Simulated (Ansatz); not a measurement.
Computed with Ansatz (a quantum-chemistry and plane-wave program) with frozen-core CCSD(T)/cc-pVTZ // PBE0-D3(BJ)/def2-TZVP.

Ansatz 0.2 input:
```yaml
crystal:
  periodic: [false, false, false]
  atoms:
    - { symbol: O, position_ang: [1.188703, 0.435807, -0.141691] }
    - { symbol: Si, position_ang: [-0.358921, 0.037296, -0.002043] }
    - { symbol: F, position_ang: [-0.77433, -1.109169, -0.994294] }
    - { symbol: F, position_ang: [-1.207131, 1.312892, -0.322356] }
    - { symbol: F, position_ang: [-0.7211, -0.461425, 1.444196] }
    - { symbol: H, position_ang: [1.872781, -0.215399, 0.016188] }
basis:
  gaussian: { orbitals: cc-pVTZ }
correlation:
  method: ccsd_t
```

Output:

```
Functional definition: HF
1031 factors; integrals over basis functions are off by at most 1.2e-3 eV
mean field evaluation 1: about -18041.0407 eV, gradient 4.9e1 eV
mean field evaluation 2: about -18041.2099 eV, gradient 5.0e1 eV
mean field evaluation 4: about -18044.7797 eV, gradient 2.1e0 eV
mean field evaluation 8: about -18044.8064 eV, gradient 1.4e-1 eV
mean field evaluation 16: about -18043.4507 eV, gradient 2.9e1 eV
mean field -18044.80650102 eV, -663.1344077034 hartree, gradient 9.2e-7 eV, S^2 0.000000; 0 other end points of the search recorded, 0 dependent functions left out
9 core orbitals not correlated
reference -18044.80650102 eV, -663.1344077034 hartree; 16, 16 occupied and 143, 143 virtual orbitals, 1031 factors
second order -29.94050410 eV of doubles, -0.00000000 eV of singles
cycle   1  -29.36429087 eV  change    5.8e-1 eV  update   9.6e-2
cycle   2  -29.89027833 eV  change   -5.3e-1 eV  update   2.5e-2
cycle   3  -30.00643101 eV  change   -1.2e-1 eV  update   1.2e-2
cycle   4  -29.98499008 eV  change    2.1e-2 eV  update   2.1e-3
cycle   5  -29.98348062 eV  change    1.5e-3 eV  update   7.8e-4
cycle   6  -29.98408871 eV  change   -6.1e-4 eV  update   2.0e-4
cycle   7  -29.98393767 eV  change    1.5e-4 eV  update   6.4e-5
cycle   8  -29.98389255 eV  change    4.5e-5 eV  update   1.7e-5
cycle   9  -29.98389442 eV  change   -1.9e-6 eV  update   6.0e-6
perturbative correction -0.88613154 eV, -0.0325647333 hartree
Total energy: -18075.67652698 eV, -664.2688602330 hartree
```

Cost: around 100 core-seconds (rough).
